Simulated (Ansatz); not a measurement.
C$_{3}$H$_{5}$O (SMILES [CH2]C(C)=O), doublet (typed; the unrestricted solution is spin-contaminated), geometry from GFN2-xTB. Base run: CCSD(T)/def2-SVP in Ansatz (a first-principles code).

Ansatz was given this input:
Ansatz 0.2 input:
```yaml
crystal:
  periodic: [false, false, false]
  atoms:
    - {symbol: C, position_ang: [1.23934433, 0.17190487, 0.63842054]}
    - {symbol: C, position_ang: [0.06380250, -0.08707201, -0.11758676]}
    - {symbol: C, position_ang: [-1.21885315, 0.50306017, 0.42635831]}
    - {symbol: O, position_ang: [0.08621174, -0.75116388, -1.15254531]}
    - {symbol: H, position_ang: [1.20948174, 0.75363218, 1.54197258]}
    - {symbol: H, position_ang: [2.18364825, -0.22055962, 0.30383454]}
    - {symbol: H, position_ang: [-1.40875201, 0.11743875, 1.42591643]}
    - {symbol: H, position_ang: [-2.04962241, 0.24579541, -0.22437056]}
    - {symbol: H, position_ang: [-1.13021151, 1.58564619, 0.48985697]}
basis:
  gaussian:
    orbitals: def2-SVP
magnetization: {spin_polarized: true, initial_magnetization: 1}
correlation: {method: ccsd_t}
```

The base run was repeated with changes; each row names its change, and settings that it needs were set with it.

```json
[
 {"change": "base", "ΔE vs base (kcal/mol)": "0.000", "MP2 correlation (Eh)": "-0.54814", "CC correlation without the perturbative part (Eh)": "-0.59921", "basis functions": "81", "core-seconds (rough)": "20"},
 {"change": "accuracy = high", "ΔE vs base (kcal/mol)": "-0.002", "MP2 correlation (Eh)": "-0.54814", "CC correlation without the perturbative part (Eh)": "-0.59921", "basis functions": "81", "core-seconds (rough)": "50"},
 {"change": "diis_vectors = 4", "ΔE vs base (kcal/mol)": "0.000", "MP2 correlation (Eh)": "-0.54814", "CC correlation without the perturbative part (Eh)": "-0.59921", "basis functions": "81", "core-seconds (rough)": "20"},
 {"change": "method = rpa", "ΔE vs base (kcal/mol)": "(withheld)", "MP2 correlation (Eh)": "-", "CC correlation without the perturbative part (Eh)": "-", "basis functions": "81", "core-seconds (rough)": "3"},
 {"change": "reference functional = pbe0", "ΔE vs base (kcal/mol)": "0.506", "MP2 correlation (Eh)": "-", "CC correlation without the perturbative part (Eh)": "-0.61817", "basis functions": "81", "core-seconds (rough)": "20"},
 {"change": "method = ccsd", "ΔE vs base (kcal/mol)": "(withheld)", "MP2 correlation (Eh)": "-0.54814", "CC correlation without the perturbative part (Eh)": "-0.59921", "basis functions": "81", "core-seconds (rough)": "10"},
 {"change": "lower_state_search = off", "ΔE vs base (kcal/mol)": "0.000", "MP2 correlation (Eh)": "-0.54814", "CC correlation without the perturbative part (Eh)": "-0.59921", "basis functions": "81", "core-seconds (rough)": "10"},
 {"change": "electrons = outside_noble_gas", "ΔE vs base (kcal/mol)": "0.000", "MP2 correlation (Eh)": "-0.54814", "CC correlation without the perturbative part (Eh)": "-0.59921", "basis functions": "81", "core-seconds (rough)": "30"},
 {"change": "fitting = cc-pVTZ-JKFIT (mean field), cc-pVTZ-RIFIT (correlation)", "ΔE vs base (kcal/mol)": "0.048", "MP2 correlation (Eh)": "-0.54809", "CC correlation without the perturbative part (Eh)": "-0.59918", "basis functions": "81", "core-seconds (rough)": "10"},
 {"change": "diis_vectors = 2", "ΔE vs base (kcal/mol)": "0.001", "MP2 correlation (Eh)": "-0.54814", "CC correlation without the perturbative part (Eh)": "-0.59921", "basis functions": "81", "core-seconds (rough)": "20"}
]
```

Question: Fill in the missing entries.

Answer: 
- method = rpa, ΔE vs base (kcal/mol): -16.97
- method = ccsd, ΔE vs base (kcal/mol): 11.38
